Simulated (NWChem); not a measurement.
C$_{3}$H$_{6}$Se; SMILES C1CC1[SeH]

```xyz
10

Se    -0.0634    -1.0284    -0.0432
C      0.0347     0.8081     0.5817
C     -0.7732     1.8418    -0.1699
C      0.7344     1.8690    -0.2333
H      1.3701    -1.3374     0.2104
H      0.0689     0.9004     1.6790
H     -1.2978     2.6065     0.4241
H     -1.3157     1.5157    -1.0715
H      1.2126     1.5559    -1.1744
H      1.2737     2.6560     0.3180
```
Atoms are numbered in this order, from 1.

Level: PBE-D3(BJ)/def2-SVP (NWChem), optimised geometry, unscaled harmonic frequencies. This build's default masses of Se (78.918 u) and Br (79.917 u) are each other's, which moves their modes by up to 0.6 %.

```json
[
 {"frequency (cm⁻¹)": "192", "IR intensity (km/mol)": "6.4"},
 {"frequency (cm⁻¹)": "254", "IR intensity (km/mol)": "0.2"},
 {"frequency (cm⁻¹)": "278", "IR intensity (km/mol)": "0.7"},
 {"frequency (cm⁻¹)": "545", "IR intensity (km/mol)": "0.3"},
 {"frequency (cm⁻¹)": "738", "IR intensity (km/mol)": "3.0"},
 {"frequency (cm⁻¹)": "751", "IR intensity (km/mol)": "0.5"},
 {"frequency (cm⁻¹)": "810", "IR intensity (km/mol)": "13.8"},
 {"frequency (cm⁻¹)": "901", "IR intensity (km/mol)": "10.9"},
 {"frequency (cm⁻¹)": "941", "IR intensity (km/mol)": "1.0"},
 {"frequency (cm⁻¹)": "1008", "IR intensity (km/mol)": "11.3"},
 {"frequency (cm⁻¹)": "1022", "IR intensity (km/mol)": "1.4"},
 {"frequency (cm⁻¹)": "1028", "IR intensity (km/mol)": "1.8"},
 {"frequency (cm⁻¹)": "1075", "IR intensity (km/mol)": "1.4"},
 {"frequency (cm⁻¹)": "1134", "IR intensity (km/mol)": "0.9"},
 {"frequency (cm⁻¹)": "1190", "IR intensity (km/mol)": "14.8"},
 {"frequency (cm⁻¹)": "1251", "IR intensity (km/mol)": "17.0"},
 {"frequency (cm⁻¹)": "1377", "IR intensity (km/mol)": "5.4"},
 {"frequency (cm⁻¹)": "1424", "IR intensity (km/mol)": "4.2"},
 {"frequency (cm⁻¹)": "2335", "IR intensity (km/mol)": "29.3"},
 {"frequency (cm⁻¹)": "3062", "IR intensity (km/mol)": "9.1"},
 {"frequency (cm⁻¹)": "3066", "IR intensity (km/mol)": "5.7"},
 {"frequency (cm⁻¹)": "3098", "IR intensity (km/mol)": "5.0"},
 {"frequency (cm⁻¹)": "3154", "IR intensity (km/mol)": "0.3"},
 {"frequency (cm⁻¹)": "3163", "IR intensity (km/mol)": "3.8"}
]
```

```
Quantity                                                                           Result
-----------------------------------------------------------------------  ----------------
zero-point energy                                                           48.3 kcal/mol
thermal correction to the enthalpy at 298.15 K (with zero-point energy)     52.1 kcal/mol
heat capacity Cv                                                         17.7 cal/(mol K)
entropy at 298.15 K and 1 atm (symmetry number 1)                        73.4 cal/(mol K)
dipole moment                                                                      1.30 D
```

Rigid rotor and harmonic oscillator.
